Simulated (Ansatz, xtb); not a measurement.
Diatomic AsS, multiplicity 2 (lowest of 2S+1 = 2, 4 at CCSD(T)/def2-TZVPP on PBE0 minima; our sources give no spin for the ground state, which may be another). No spin–orbit coupling. As is treated without relativity. The T1 diagnostic near the minimum is 0.048, so single-reference values are doubtful.

Constants: fifth-degree fit in 1/R to seven points, most abundant isotopes. Runs in def2 and cc sets follow the lowest solution found near the PBE0 minimum.

Programs: Ansatz (a program for electronic structure) with Gaussian orbitals; xtb for the GFN methods. Each number belongs to the level named beside it. The GFN methods have no spin term and hold the electronic entropy of 300 K.

```
level               r_e (Å)  ω_e (cm⁻¹)  ω_e x_e (cm⁻¹)  dipole (D)
------------------  -------  ----------  --------------  ----------
GFN1-xTB              2.009         635             1.7           -
GFN2-xTB              2.026         588             2.1           -
SVWN5/def2-TZVPP      2.016           …             1.6        1.06
PBE/def2-TZVPP        2.038         562             1.6        1.19
r2SCAN/def2-TZVPP     2.019         587             1.7        1.18
B97M-V/def2-TZVPP     2.014         594             1.7        1.36
B3LYP/def2-TZVPP      2.028         577             1.6        1.31
wB97M-V/def2-TZVPP        …           …             1.6        1.40
```

Q: Fill in the missing entries.

A: 
- wB97M-V/def2-TZVPP, r_e (Å): 2.003
- wB97M-V/def2-TZVPP, ω_e (cm⁻¹): 618
- SVWN5/def2-TZVPP, ω_e (cm⁻¹): 579
